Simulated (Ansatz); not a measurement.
`[CH3][AlH][SiH](O)F` and `O[SiH](F)CF` differ in one atom or group.

Ansatz, PBE0-D4/def2-TZVP geometries, multiplicity 1. Each molecule was computed in one conformer, which needn't be the lowest.

```
                                        property  `[CH3][AlH][SiH](O)F`
             HOMO–LUMO gap (PBE/def2-TZVPP) / eV                   3.34
             LUMO energy (B3LYP/def2-TZVPP) / eV                  -2.12
           HOMO energy (ωB97M-V/def2-TZVPP) / eV                  -9.22
  size of the dipole moment (PBE/def2-TZVPP) / D                   2.49
            HOMO–LUMO gap (PBE0/def2-TZVPP) / eV                   5.28
size of the dipole moment (B3LYP/def2-TZVPP) / D                   2.54
```

(1) Give the same properties after the change, and the shifts. (Best estimate.)

## Answers

(1) Computed: 
```json
{"property": "HOMO–LUMO gap (PBE/def2-TZVPP) / eV", "`O[SiH](F)CF`": "6.39", "shift": "3.05"}
{"property": "LUMO energy (B3LYP/def2-TZVPP) / eV", "`O[SiH](F)CF`": "-0.18", "shift": "1.94"}
{"property": "HOMO energy (ωB97M-V/def2-TZVPP) / eV", "`O[SiH](F)CF`": "-11.12", "shift": "-1.90"}
{"property": "size of the dipole moment (PBE/def2-TZVPP) / D", "`O[SiH](F)CF`": "1.52", "shift": "-0.97"}
{"property": "HOMO–LUMO gap (PBE0/def2-TZVPP) / eV", "`O[SiH](F)CF`": "8.93", "shift": "3.65"}
{"property": "size of the dipole moment (B3LYP/def2-TZVPP) / D", "`O[SiH](F)CF`": "1.63", "shift": "-0.91"}
```

With PBE0 the HOMO falls by 1.61 eV and the LUMO rises by 2.04 eV, so the gap widens by about 3.65 eV. PBE moves the HOMO by -1.22 eV and ωB97M-V by -1.90 eV. The zero-point energy changes by -32.1 kJ/mol with -6 modes. Dipoles are sizes alone; their direction can turn.

Positive LUMOs are unbound, so they and the gaps depend on the basis.

B3LYP here is the variant with VWN-RPA as its local correlation; programs differ in this.
